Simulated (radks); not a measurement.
Initial-state core-level shifts of the phosphorus ion P+ when its valence configuration changes from [Ne] 3s2 3p2. Method: scalar-relativistic Kohn-Sham, PBEsol, spin-polarised, spherical densities, point nucleus; open shells are filled with parallel spins first; computed with a radial shooting solver on a logarithmic mesh with Libxc functionals. Shifts are changes of the shell-averaged eigenvalues in eV (positive: less bound).

valence          1s      2s      2p
3s1 3p3      -0.727  -0.796  -0.773
3s1.5 3p2.5  -0.443  -0.468  -0.457
3p4          -2.937  -2.901  -2.867
